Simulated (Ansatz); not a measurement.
C$_{3}$H$_{9}$InO$_{2}$ (`C[O][In]([CH3])[O]C`) at its PBE0-D4/def2-TZVP geometry, where that method's forces vanish. Total charge 0; spin multiplicity 1. In takes the def2 core potential.

```xyz
15

C    -1.7168    0.4226    1.5030
O    -1.5083    0.7233    0.1521
In    0.0856    0.2524   -0.9376
C     0.2646    0.8097   -2.9768
O     1.4942   -0.7734    0.0174
C     1.4596   -1.1979    1.3506
H    -2.7424    0.7025    1.7714
H    -1.0418    0.9783    2.1683
H    -1.5992   -0.6452    1.7312
H     0.4706   -0.0759   -3.5771
H    -0.6605    1.2771   -3.3096
H     1.0914    1.5110   -3.0872
H     1.2528   -0.3842    2.0586
H     0.7114   -1.9836    1.5238
H     2.4388   -1.6166    1.6118
```

What forces (eV/Å) does PBE-D4/def2-TZVPP give on these atoms in the Gaussian-basis code of Ansatz? (An estimate is asked.)

Ansatz gave: 
```
C1   0.014 -0.085  0.255
O2  -0.369  0.268 -0.276
In3  0.027  0.082 -0.302
C4   0.009  0.019 -0.074
O5   0.423 -0.111 -0.306
C6  -0.062 -0.055  0.256
H7  -0.228  0.061  0.061
H8   0.133  0.113  0.166
H9   0.015 -0.223  0.077
H10  0.036 -0.175 -0.100
H11 -0.181  0.085 -0.048
H12  0.156  0.131 -0.004
H13 -0.038  0.154  0.173
H14 -0.152 -0.174  0.063
H15  0.216 -0.093  0.059
```
